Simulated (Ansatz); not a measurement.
Species: sum formula H₄BSiO₃ (charge -1, singlet). It need not be the lowest isomer of its formula. Whether it binds its extra electron was not tested at this geometry. 
Structure (B3LYP-D3(BJ)/def2-TZVP (Ansatz, an electronic-structure program) minimum search):
```
O
B 1 1.3498
O 2 1.3782 1 124.56
H 3 0.9810 2 106.32 1 0.00
O 2 1.3973 1 119.63 3 180.00
H 5 0.9624 2 106.92 1 0.00
Si 1 1.7780 2 122.21 3 0.00
H 7 1.5371 1 98.14 2 132.29
H 7 1.5371 8 94.16 1 -98.85
```
Charge -1, spin multiplicity 1.

Basis-set convergence of Hartree-Fock and MP2 correlation energies (hartree) with Ansatz. Correlated levels leave the core frozen unless marked. No spin-orbit coupling. No relativistic terms.

```
basis            functions       E(HF)  E(corr, MP2)
---------------  ---------  ----------  ------------
aug-cc-pV(D+d)Z        160  -540.76502      -0.79866
aug-cc-pV(T+d)Z        331  -540.84535      -0.97174
aug-cc-pV(Q+d)Z        593  -540.86524      -1.03548
```

Extrapolating the two largest sets (X = 3 and 4) as X^-3: E(corr) = (64·(-1.03548) - 27·(-0.97174))/37 = -1.0820 Eh, an estimate of the basis-set limit. The largest set recovers 95.7 % of it, the smallest 73.8 %.
